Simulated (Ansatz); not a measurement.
CH8BNSi2. Charge 0, multiplicity 1. The bonds changed during the relaxation, so this is another structure than the one it started from. The structure was optimised at the PBE0-D4/def2-TZVP level. It is one conformer, not always the lowest.

```xyz
13

B     0.018    1.318   -0.423
C    -0.034    0.322    0.748
N     0.792    0.298    1.773
Si   -1.017   -1.181    0.118
Si    0.272   -0.345   -1.627
H     0.709    2.302   -0.391
H    -1.097    1.409   -0.920
H     0.827   -0.467    2.428
H     1.452    1.050    1.913
H    -2.477   -0.920    0.159
H    -0.711   -2.427    0.879
H     1.561   -1.097   -1.660
H    -0.296   -0.262   -2.997
```

Problem. What is the dipole moment at ωB97M-V/def2-TZVPP? (An estimate is asked.)

Solution. The calculation gave: 3.92 D, with components (1.18, -1.42, 3.46) D in this frame, pointing from negative to positive charge.

Problem. And with PBE, r2SCAN, B3LYP? (Estimate.)

Solution. Ansatz gave: PBE 3.77 D, r2SCAN 3.81 D, B3LYP 3.84 D.

Problem. Give the Mulliken charges with ωB97M-V, PBE, B3LYP in def2-TZVPP. (Best estimate.)

Solution. The calculation gave: 
```
atom  ωB97M-V    PBE  B3LYP
  B1    -0.42  -0.26  -0.24
  C2     0.11   0.13   0.10
  N3    -0.18  -0.21  -0.22
 Si4     0.09   0.11   0.16
 Si5     0.02   0.05   0.08
  H6     0.07   0.00   0.01
  H7     0.08   0.03   0.01
  H8     0.15   0.19   0.18
  H9     0.17   0.20   0.19
 H10    -0.01  -0.04  -0.05
 H11    -0.03  -0.07  -0.08
 H12    -0.04  -0.07  -0.08
 H13    -0.02  -0.06  -0.07
```

B3LYP here is the variant with VWN-RPA as its local correlation; programs differ in this.
